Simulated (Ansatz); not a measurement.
Isolated molecules relaxed with PBE0-D4/def2-TZVP in Ansatz; ΔE leaves out vibrations. CCSD(T)/CBS adds triple-zeta CCSD(T) − MP2 to the extrapolated MP2 energy (def2 sets, frozen cores). This one scheme is used for every species. DFT in def2-TZVPP. B3LYP here is the variant with VWN-RPA as its local correlation; programs differ in this. Each species was taken in one conformer, which may not be the lowest.

Reaction (formal exchange of groups at the Si–B bond): `NB[SiH2][SiH3]` + `CC=N` → `N=CC[SiH2][SiH3]` + `BN`

```csv
level,ΔE (kcal/mol),difference from CCSD(T)/CBS
PBE-D4,0.6,2.0
r2SCAN-D4,-0.5,0.9
B3LYP-D4,-1.4,0.0
ωB97X-V,-1.1,0.3
ωB97M-V,-1.9,-0.5
r2SCAN,-0.2,1.2
PBE0,0.9,2.3
B3LYP,0.2,1.6
HF/def2-TZVPP,-1.6,-0.2
MP2/def2-TZVPP,-3.0,-1.6
SCS-MP2/def2-TZVPP,-2.6,-1.2
CCSD/def2-TZVPP,-1.2,0.2
MP2/def2-QZVPP,-3.1,-1.7
SCS-MP2/def2-QZVPP,-2.7,-1.3
MP2/CBS(def2),-3.1,-1.7
CCSD/CBS(def2),-1.3,0.1
CCSD(T)/CBS,-1.4,0
```

Largest T1 diagnostic among the species: 0.014.

The D4 term adds −1.6 kcal/mol with B3LYP and −0.9 kcal/mol with PBE0; it sums over pairs of atoms, weighted by their polarisabilities, and B3LYP, whose exchange is more repulsive, gets the larger term.
